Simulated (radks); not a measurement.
Results of a calculation; reference values are marked as such.
B I, configuration [He] 2p3 (not the ground configuration).

Level of theory: scalar-relativistic Kohn-Sham, r2SCAN, spin-polarised, spherical densities, finite nucleus; open shells are filled with parallel spins first; meta-GGA in the generalised Kohn-Sham scheme; Fermi nuclear charge, rms radius 2.406 fm (a radial shooting solver on a logarithmic mesh with Libxc functionals).

Energy parts (eV):
total: -660.818
kinetic: 659.119
electron-nucleus: -1527.018
Hartree: 311.901
exchange-correlation: -104.821

Orbitals (lengths in bohr, moments of r in powers of bohr; <r^-3> diverges for s and p1/2; r(max) is where P^2 peaks; r(90%) holds 90 % of the orbital's charge):
| orbital | occ. | eigenvalue (eV) | <r^-3> | r(max) | <1/r> | r(90%) |
|---|---|---|---|---|---|---|
| 1s up | 1 | -185.0138 | - | 0.2104 | 4.654 | 0.592 |
| 1s down | 1 | -184.0414 | - | 0.2099 | 4.678 | 0.587 |
| 2s up | 0 | -11.9611 | - | 1.495 | 0.7552 | 3.01 |
| 2p up | 3 | -5.4435 | 0.8870 | 1.532 | 0.6303 | 3.57 |

The highest occupied level is 2p up at -5.444 eV. The configuration is held as typed, so some empty levels lie below it. The electron density at the nucleus is 70.05 e/bohr^3 (large components only).
